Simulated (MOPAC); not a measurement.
MOPAC input (PM6):

```
PM6 PRECISE GNORM=0.05 LET XYZ GEO-OK AUX(PRECISION=9) THREADS=1
HKO

K    -0.00000000 1   -0.00000000 1   -0.74845923 1
O     0.00000000 1    0.00000000 1    1.47370794 1
H     0.00000000 1    0.00000000 1    2.43106183 1
```

Output:

```
 *******************************************************************************
 **                                                                           **
 **                              MOPAC v23.2.5                                **
 **                                                                           **
 *******************************************************************************
 ** MOPAC's Digital Object Identifier: https://doi.org/10.5281/zenodo.6511958 **
 **                                                                           **
 ** Please cite the open-source release paper for use of this MOPAC version:  **
 ** J. E. Moussa and J. J. P. Stewart (2026)                                  **
 ** MOPAC: An open-source semiempirical molecular orbital program             **
 ** J. Open Source Softw., 11(119), 8025, https://doi.org/10.21105/joss.08025 **
 *******************************************************************************

                              PM6 CALCULATION RESULTS

 *******************************************************************************
 *  PM6        - The PM6 Hamiltonian to be used
 *  GEO-OK     - OVERRIDE INTERATOMIC DISTANCE AND OTHER SAFETY CHECKS
 *  LET        - OVERRIDE SOME SAFETY CHECKS
 *  PRECISE    - TIGHTER CRITERIA TO BE USED
 *  XYZ        - CARTESIAN COORDINATE SYSTEM TO BE USED
 *  GNORM      - EXIT WHEN GRADIENT NORM DROPS BELOW 0.050
 *  AUX        - OUTPUT AUXILIARY INFORMATION
 *******************************************************************************
PM6 PRECISE GNORM=0.05 LET XYZ GEO-OK AUX(PRECISION=9) THREADS=1
 HKO

   ATOM   CHEMICAL          X               Y               Z
  NUMBER   SYMBOL      (ANGSTROMS)     (ANGSTROMS)     (ANGSTROMS)

     1       K         -0.00000000  *  -0.00000000  *  -0.74845923  *
     2       O          0.00000000  *   0.00000000  *   1.47370794  *
     3       H          0.00000000  *   0.00000000  *   2.43106183  *

          CARTESIAN COORDINATES

    NO.       ATOM           X           Y           Z

     1         K         -0.0000     -0.0000     -0.7485
     2         O          0.0000      0.0000      1.4737
     3         H          0.0000      0.0000      2.4311

 General Reference for PM6:
 "Optimization of Parameters for Semiempirical Methods V: Modification of NDDO Approximations
 and Application to 70 Elements", J. J. P. Stewart, J. Mol. Mod., 13, 1173-1213 (2007)
 URL: https://link.springer.com/article/10.1007/s00894-007-0233-4

           Empirical Formula: H O K  =     3 atoms

      MOLECULAR POINT GROUP   :   C*v

      RHF CALCULATION, NO. OF DOUBLY OCCUPIED LEVELS = 4

          Geometry optimization using EF

          DIAGONAL MATRIX USED AS START HESSIAN

 CYCLE:     1  GRAD.:    65.111 HEAT: -43.89040
 CYCLE:     2  GRAD.:   268.975 HEAT: -35.81763
 CYCLE:     3  GRAD.:    31.344 HEAT: -45.77279
 CYCLE:     4  GRAD.:    16.671 HEAT: -46.16855
 CYCLE:     5  GRAD.:     0.652 HEAT: -46.32086
 CYCLE:     6  GRAD.:     0.283 HEAT: -46.32206
 CYCLE:     7  GRAD.:     0.145 HEAT: -46.32226
 CYCLE:     8  GRAD.:     0.003 HEAT: -46.32233

     GRADIENT =  0.00285 IS LESS THAN CUTOFF =  0.05000

 -------------------------------------------------------------------------------
 PM6 PRECISE GNORM=0.05 LET XYZ GEO-OK AUX(PRECISION=9) THREADS=1
 HKO

     GEOMETRY OPTIMISED USING EIGENVECTOR FOLLOWING (EF).
     SCF FIELD WAS ACHIEVED

                              PM6 CALCULATION
                                                       MOPAC v23.2.5 Linux

          FINAL HEAT OF FORMATION =        -46.32233 KCAL/MOL =    -193.81261 KJ/MOL

          COSMO AREA              =        135.27 SQUARE ANGSTROMS
          COSMO VOLUME            =        144.80 CUBIC ANGSTROMS

          GRADIENT NORM           =          0.00285          =       0.00165 PER ATOM
          IONIZATION POTENTIAL    =          8.222408 EV
          HOMO LUMO ENERGIES (EV) =         -8.222  0.744
          NO. OF FILLED LEVELS    =          4
          MOLECULAR WEIGHT        =         56.1056         POINT GROUP:  C*v

          MOLECULAR DIMENSIONS (Angstroms)

            Atom       Atom       Distance
            H     3    K     1     3.16838
            H     3    K     1     0.00000
            K     1    O     2     0.00000

          SCF CALCULATIONS        =          9

   ATOM   CHEMICAL          X               Y               Z
  NUMBER   SYMBOL      (ANGSTROMS)     (ANGSTROMS)     (ANGSTROMS)

     1       K          0.00000000  *   0.00000000  *  -0.77928089  *
     2       O         -0.00000000  *  -0.00000000  *   1.53242286  *
     3       H         -0.00000000  *   0.00000000  *   2.38909562  *

                             CARTESIAN COORDINATES

   1    K        0.000000000     0.000000000    -0.779280892
   2    O       -0.000000000    -0.000000000     1.532422865
   3    H       -0.000000000     0.000000000     2.389095617

           Empirical Formula: H O K  =     3 atoms

      MOLECULAR POINT GROUP   :   C*v

                  EIGENVALUES
 -24.11850 -11.95311  -8.22241  -8.22241   0.74389   2.33850   4.60127   4.60127
  10.24960

              NET ATOMIC CHARGES AND DIPOLE CONTRIBUTIONS

  ATOM NO.   TYPE          CHARGE      No. of ELECS.   s-Pop       p-Pop
    1          K           0.767525        0.2325     0.00011     0.23237
    2          O          -1.063473        7.0635     1.67877     5.38470
    3          H           0.295949        0.7041     0.70405
 DIPOLE           X         Y         Z       TOTAL
 POINT-CHG.     0.000     0.000    -7.305     7.305
 HYBRID        -0.000    -0.000     0.273     0.273
 SUM           -0.000     0.000    -7.032     7.032

          ATOMIC ORBITAL ELECTRON POPULATIONS

     Atom    s        px        py        pz
    1  K   0.00011   0.02211   0.02211   0.18815
    2  O   1.67877   1.97789   1.97789   1.42892
    3  H   0.70405

 **********************
 *                    *
 * JOB ENDED NORMALLY *
 *                    *
 **********************

 == MOPAC DONE ==
```
